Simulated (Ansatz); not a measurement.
Input file for Ansatz (a quantum-chemistry and plane-wave program): U-CCSD(T)/def2-TZVPP on CdH2O (SMILES [OH][CdH]), a point of a bond scan (R = 2.877 Å). Elements past Kr take the def2 small-core potentials; no spin–orbit coupling.

Ansatz 0.2 input:
```yaml
crystal:
  periodic: [false, false, false]
  atoms:
    - {symbol: Cd, position_ang: [-0.26732703, -0.09913817, -0.03051427]}
    - {symbol: H, position_ang: [-2.92813604, -1.14885859, -0.33869471]}
    - {symbol: O, position_ang: [1.61160576, 0.50063274, 0.17708425]}
    - {symbol: H, position_ang: [1.72664054, 1.45254853, 0.25462809]}
basis:
  gaussian:
    orbitals: def2-TZVPP
correlation: {method: ccsd_t, electrons: outside_noble_gas}
scf: {omitted_lower_state_checks: [cluster_reference]}
magnetization: {spin_polarized: true, initial_magnetization: 0}
```

The log:

```
WARN ansatz: RAYON_NUM_THREADS=1 ignored (pool sized by the plan → 1); use --threads N
Functional definition: HF
these checks for a lower state are left out or cut short: cluster_reference
integrals: 0.26 GiB planned
741 factors; integrals over basis functions are off by at most 1.3e-3 eV
mean field: 0.29 GiB planned
mean field evaluation 1: about -6603.3314 eV, gradient 3.1e1 eV
mean field evaluation 2: about -6603.3354 eV, gradient 3.1e1 eV
mean field evaluation 4: about -6607.0999 eV, gradient 2.0e0 eV
mean field evaluation 8: about -6607.1457 eV, gradient 1.3e-1 eV
mean field evaluation 16: about -6607.3607 eV, gradient 1.4e0 eV
mean field evaluation 32: about -6607.8584 eV, gradient 3.7e-1 eV
mean field evaluation 64: about -6607.8607 eV, gradient 2.3e-5 eV
mean field evaluation 96: about -6607.8607 eV, gradient 1.0e-6 eV
mean field evaluation 128: about -6605.2199 eV, gradient 2.6e-1 eV
mean field -6607.86073815 eV, -242.8344031580 hartree, gradient 5.5e-6 eV, S^2 0.763765; 11 other end points of the search recorded, 0 dependent functions left out
5 core orbitals not correlated
reference -6607.86073815 eV, -242.8344031580 hartree; 10, 10 occupied and 100, 100 virtual orbitals, 741 factors
second order -18.57684701 eV of doubles, -0.00000000 eV of singles
coupled cluster: 0.76 GiB planned
cycle   1  -17.36682238 eV  change     1.2e0 eV  update   1.1e-1
cycle   2  -17.74846683 eV  change   -3.8e-1 eV  update   4.5e-2
cycle   3  -17.86864149 eV  change   -1.2e-1 eV  update   3.4e-2
cycle   4  -17.88583139 eV  change   -1.7e-2 eV  update   2.4e-2
cycle   5  -17.90180012 eV  change   -1.6e-2 eV  update   1.9e-2
cycle   6  -17.96469552 eV  change   -6.3e-2 eV  update   1.5e-2
cycle   7  -18.01028560 eV  change   -4.6e-2 eV  update   1.1e-2
cycle   8  -18.02638187 eV  change   -1.6e-2 eV  update   6.3e-3
cycle   9  -18.03720899 eV  change   -1.1e-2 eV  update   3.2e-3
cycle  10  -18.03980982 eV  change   -2.6e-3 eV  update   1.5e-3
cycle  11  -18.03934682 eV  change    4.6e-4 eV  update   6.5e-4
cycle  12  -18.04065396 eV  change   -1.3e-3 eV  update   3.2e-4
cycle  13  -18.04037356 eV  change    2.8e-4 eV  update   1.1e-4
cycle  14  -18.04043316 eV  change   -6.0e-5 eV  update   6.0e-5
cycle  15  -18.04044170 eV  change   -8.5e-6 eV  update   2.6e-5
cycle  16  -18.04044586 eV  change   -4.2e-6 eV  update   1.6e-5
cycle  17  -18.04045987 eV  change   -1.4e-5 eV  update   8.1e-6
cycle  18  -18.04046600 eV  change   -6.1e-6 eV  update   4.2e-6
coupled cluster: 0.77 GiB planned
perturbative correction -0.70885713 eV, -0.0260500189 hartree
Total energy: -6626.61006127 eV, -243.5234280742 hartree
Checks for a lower state left out: cluster_reference
```

The run converged. Its determinant has ⟨S²⟩ = 0.76, a mixture of spin states.

Cost: roughly 30 core-seconds.
